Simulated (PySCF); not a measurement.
Electrostatic solvation of a mixed set.

Level: PBE0/pcSseg-1 in PySCF, non-relativistic, each on one gas-phase PBE0-D3(BJ)/def2-SVP geometry that isn't relaxed in the solvent. The solvent is an IEF-PCM continuum (cavity from Bondi-type radii × 1.2). The model holds no explicit solvent molecules, cavitation or dispersion.

Task: Order them by E(solvent) − E(gas) in cyclohexane (ε = 2.017), most negative first (kcal/mol).
A. `[CH3:1][C:2](=[O:3])[O:4][CH2:5][CH2:6][B:7]([F:8])[F:9]` with C1–C2–O4–C5 178°, C2–O4–C5–C6 -78°, O4–C5–C6–B7 -173°, C5–C6–B7–F8 -178°
B. `[F:1][B:2]([F:3])[CH2:4][CH2:5][CH:6]([F:7])[F:8]` with F1–B2–C4–C5 -168°, B2–C4–C5–C6 -172°, C4–C5–C6–F7 178°
C. `CN(C)BN(C)C`
D. `[CH3:1][O:2][Si@H:3]([NH2:4])[SiH3:5]` with C1–O2–Si3–N4 -61°, O2–Si3–N4–H 89° and -67°
E. `[CH3:1][O:2][SiH2:3][NH:4][SiH3:5]` with C1–O2–Si3–N4 179°, O2–Si3–N4–Si5 84°

Result: A (-2.6), B (-2.0), D (-1.7), E (-1.4), C (-0.7).

| SMILES | charge | ΔE (kcal/mol) | polarisation term (kcal/mol) | HOMO shift (eV) | dipole gas (D) | dipole solvent (D) | atoms |
| --- | --- | --- | --- | --- | --- | --- | --- |
| CC(=O)OCCB(F)F | 0 | -2.6 | -2.7 | -0.02 | 2.49 | 2.72 | 16 |
| FB(F)CCC(F)F | 0 | -2.0 | -2.1 | +0.12 | 1.63 | 1.79 | 13 |
| CO[Si@H](N)[SiH3] | 0 | -1.7 | -1.8 | +0.06 | 2.46 | 2.70 | 14 |
| CO[SiH2]N[SiH3] | 0 | -1.4 | -1.4 | +0.04 | 0.96 | 1.05 | 14 |
| CN(C)BN(C)C | 0 | -0.7 | -0.8 | +0.02 | 1.16 | 1.32 | 20 |

The polarisation term is half the interaction of the solute with the induced surface charges.
